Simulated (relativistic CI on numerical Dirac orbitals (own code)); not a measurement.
# d1 to d9 in one octahedral field

Computed with a parametric ligand-field model without spin-orbit coupling, by exact diagonalisation: B = 940, C = 4000, 10Dq = 19400 cm⁻¹ (Oh; |10Dq|/B = 20.6) for every shell. Energies in cm⁻¹; the field energy is (0.6 n_e − 0.4 n_t2) × 10Dq of the ground term; g labels are left out.

| Shell | Ground term | Electrons in e | Field energy | First spin-allowed bands | Lowest term of other spin |
| --- | --- | --- | --- | --- | --- |
| d1 | 2T2 | 0.000 | -7760 | 2E 19400 |  |
| d2 | 3T1 | 0.037 | -14811 | 3T2 17678, 3T1 30057 | 1T2 14181 |
| d3 | 4A2 | 0.000 | -23280 | 4T2 19400, 4T1 28293 | 2E 18790 |
| d4 | 5E | 1.000 | -11640 | 5T2 19400 | 3T1 4447 |
| d5 | 6A1 | 2.000 | 0 | none | 2T2 11860 |
| d6 | 1A1 | 0.068 | -45250 | 1T1 17128, 1T2 27834 | 5T2 4807 |
| d7 | ? | ? | ? | ? | ? |
| d8 | 3A2 | 2.000 | -23280 | 3T2 19400, 3T1 28293 | 1E 15255 |
| d9 | 2E | 3.000 | -11640 | 2T2 19400 |  |

**Question.** Fill in the row of d7.

**Answer.** Ground term: 2E; Electrons in e: 1.053; Field energy: -33885; First spin-allowed bands: 2T1 16931, 2T2 17672; Lowest term of other spin: 4T1 281. Low spin: d6, d7; the other shells keep the spin of the free ion. Only d4 to d7 can choose; the field needed to pair spins is smallest for d6 and largest for d5, which loses most exchange energy. In the strong-field picture 10Dq must exceed about 6B + 5C = 25640 (d4), 7.5B + 5C = 27050 (d5), 2.5B + 4C = 18350 (d6) and 4B + 4C = 19760 (d7); mixing of terms shifts these bounds somewhat.
